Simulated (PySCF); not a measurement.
CH4F2OSSi.

```xyz
10

C      2.0750     0.7419    -0.8648
S      1.4202    -0.4151     0.4152
Si    -0.6309    -0.0750     0.1080
O     -0.9454     1.5357     0.0895
F     -1.4363    -0.8379     1.2759
F     -1.1965    -0.6919    -1.2773
H      1.6742     1.7515    -0.7090
H      1.8327     0.3854    -1.8750
H      3.1650     0.7527    -0.7366
H     -1.7527     1.8328    -0.3492
```

Geometry optimised at B3LYP-D3(BJ)/def2-SVP. This is a generated structure with no PubChem entry under its InChIKey; it may be hypothetical. Other conformers were not sampled.

All values below come from PBE0/pcSseg-1 (PySCF). Non-relativistic, no solvent.

Task: Give the absolute GIAO shielding of each atom: isotropic value and principal components (ppm). (The exact figures need the calculation; the answer reports its results.)

Result: 
| atom | σ(iso) | σ11 | σ22 | σ33 | span |
|---|---|---|---|---|---|
| C1 | 170.5 | 158.4 | 163.1 | 189.9 | 31.5 |
| S2 | 677.6 | 603.8 | 612.9 | 816.1 | 212.2 |
| Si3 | 389.2 | 346.6 | 380.6 | 440.6 | 94.0 |
| O4 | 275.3 | 240.0 | 264.1 | 321.7 | 81.6 |
| F5 | 304.9 | 253.6 | 268.8 | 392.3 | 138.7 |
| F6 | 306.3 | 258.8 | 270.3 | 389.8 | 131.0 |
| H7 | 29.0 | 22.9 | 28.2 | 35.8 | 12.9 |
| H8 | 29.2 | 23.5 | 27.2 | 36.8 | 13.3 |
| H9 | 29.3 | 23.7 | 26.3 | 37.9 | 14.2 |
| H10 | 28.8 | 20.9 | 22.5 | 42.9 | 22.0 |
